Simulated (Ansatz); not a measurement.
Geometry optimisation, RHF/def2-SVP in Ansatz 0.2.0.

input.yaml

```yaml
crystal:
  periodic: [false, false, false]
  atoms:
    - { symbol: "N", position_ang: [-0.7017, 1.125, 1.0487] }
    - { symbol: C, position_ang: [-0.6856, -0.1527, 0.4074] }
    - { symbol: "N", position_ang: [0.6302, -0.7203, 0.4626] }
    - { symbol: C, position_ang: [0.9203, -0.782, -0.9737] }
    - { symbol: Se, position_ang: [-0.857, -0.0487, -1.5442] }
    - { symbol: H, position_ang: [-1.7288, 1.5372, 0.9271] }
    - { symbol: H, position_ang: [-0.1062, 1.8324, 0.514] }
    - { symbol: H, position_ang: [-1.3867, -0.8292, 0.8462] }
    - { symbol: H, position_ang: [1.3444, -0.0048, 0.9034] }
    - { symbol: H, position_ang: [1.7008, -0.1656, -1.2936] }
    - { symbol: H, position_ang: [0.9357, -1.8482, -1.2774] }
basis:
  gaussian: { orbitals: def2-SVP }
hamiltonian:
  xc: hf
relax:
  f_tol: 0.015
  max_steps: 40
```

Run as:

```bash
$ ansatz run input.yaml --threads 2 --pin off --max-ram 3072MiB --backend cpu --events-out ev --progress --plain --runs-dir out
```

Question: Where does it end, and by what steps?

Answer: It converged. After 10 steps the energy has fallen by 0.967 eV; H9 moved furthest, 0.32 Å.

| step | energy less start (eV) | largest force component (eV/Å) | accepted |
| --- | --- | --- | --- |
| 0 | 0.0000 | 3.416 | yes |
| 1 | -0.8183 | 1.282 | yes |
| 2 | -0.9237 | 0.743 | yes |
| 3 | -0.9452 | 0.311 | yes |
| 4 | -0.9590 | 0.288 | yes |
| 5 | -0.9640 | 0.141 | yes |
| 6 | -0.8875 | 0.783 | no |
| 7 | -0.9668 | 0.034 | yes |
| 8 | -0.9669 | 0.036 | yes |
| 9 | -0.9670 | 0.024 | yes |
| 10 | -0.9670 | 0.003 | yes |

```xyz
11
Properties=species:S:1:pos:R:3
N -0.709 1.218 0.986
C -0.715 -0.075 0.416
N 0.579 -0.710 0.385
C 0.937 -0.803 -1.013
Se -0.863 -0.261 -1.595
H -1.630 1.565 1.180
H -0.215 1.890 0.428
H -1.481 -0.672 0.905
H 1.251 -0.297 1.004
H 1.709 -0.103 -1.339
H 1.202 -1.808 -1.335
```

Whether the end is a true minimum wasn't checked by a vibrational analysis.

The run took 29 s on 2 threads of Arm Neoverse V1 (shared host), peak memory 0.28 GiB.
